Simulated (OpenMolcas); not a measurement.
# Pd2+: ligand-field states by method

Pd2+ with its 6 nearest oxide ions at 2.193 Å, on the Mg site of MgO (a = 4.2112 Å, distance in the model lattice 2.106 Å). The rest of the host is ab initio model potentials to 7.6 Å, with orthogonalisation functions on the cations behind the ligands, and point charges beyond; the distance is set by hand and nothing relaxes. Ligand basis ANO-RCC-VDZP.
```
Pd    0.0000    0.0000    0.0000
O     2.1930    0.0000    0.0000
O     0.0000    2.1930    0.0000
O    -2.1930    0.0000    0.0000
O     0.0000   -2.1930    0.0000
O     0.0000    0.0000    2.1930
O     0.0000    0.0000   -2.1930
```

```
Program             : OpenMolcas 26.06
Basis               : ANO-RCC-VDZP [6s5p3d1f]
Scalar Hamiltonian  : DKH2, point nucleus
Active space        : 8 electrons in 5 orbitals (4d)
State averaging     : 2S+1 = 3 even, 10 roots; 2S+1 = 1 even, 15 roots
Spin-orbit coupling : RASSI with atomic mean-field integrals over the reference wave functions
```

I. CASSCF
II. SS-CASPT2, IPEA 0.25 Eh, imaginary shift 0.1 Eh (closed shells correlated: 4s 4p and the ligand valence shells)

Spin-free states (labels of O, the rotations of Oh) in cm-1, each column counted from its own energy of the first state listed:

| State | Degeneracy | I | II |
| --- | --- | --- | --- |
| 3A2 | 1 | 0 | 0 |
| 1E | 2 | 12100 | 6570 |
| 3T2 | 3 | 18794 | 21670 |
| 1A1 | 1 | 21721 | 14620 |
| 3T1 | 3 | 26603 | 27860 |
| 1T2 | 3 | 30168 | 28640 |
| 1T1 | 3 | 33954 | 31630 |
| 3T1 | 3 | 41499 | 45940 |
| 1T2 | 3 | 51132 | 52530 |
| 1E | 2 | 51216 | 52480 |
| 1A1 | 1 | 69327 | 64090 |

From I to II, I's first state of the same spin (3T2) moves from 18794 to 21670 cm-1, by about +2900 cm-1.

From I to II, I's first state of another spin (1E) moves from 12100 to 6570 cm-1, by about -5500 cm-1.

I: A least-squares ligand-field fit to the states below 45000 cm-1, each weighted by its degeneracy and with a free common offset, gives 10Dq = 18461 cm-1, B = 820 cm-1 and C = 2720 cm-1 (C/B = 3.32), with an rms deviation of 90 cm-1. The same method and metal basis give the free ion B = 935 cm-1 (fit to its terms below 60000 cm-1, rms deviation 8 cm-1), so the nephelauxetic ratio is β = 820 / 935 = 0.88; it hangs on how both fits weigh the states, and computed free-ion B values tend to be too large, so β mixes covalency with correlation.

χT at 300 K: I 1.23, II 1.20 cm3 K/mol.

Roots that are degenerate in the reference are averaged as groups; the widest CASPT2 spread within a group is 230 cm-1 (the 3-fold group of multiplicity 3 near 27900 cm-1 above the lowest state of its run, II). Shifts and gaps below about the spread of the groups concerned are not significant. Over all roots computed the reference weight is 0.68 to 0.70 in II; a low but even weight reflects the number of correlated electrons. Real 4d8 and 5d8 ions are as a rule square planar and diamagnetic. The least metal-like active orbital is 80 % on the metal (Löwdin) and no ligand orbital is active, so the numbers are rough. Ligand-to-metal charge-transfer states are missing. With no ligand orbital active B as a rule stays too high, so bands that hang on it stand too high and its fall with covalency is understated. Without dynamic correlation the repulsion within the d shell is too large (B by tens of per cent), so at a given field states of lower spin stand too high (holds for I). With metal d orbitals alone the field can be off either way by tens of per cent (holds for I). With one d shell and no ligand orbital active, 10Dq can be off by a tenth or more (holds for II). No measured value stands beside these numbers; the geometry was set by hand and not optimised.
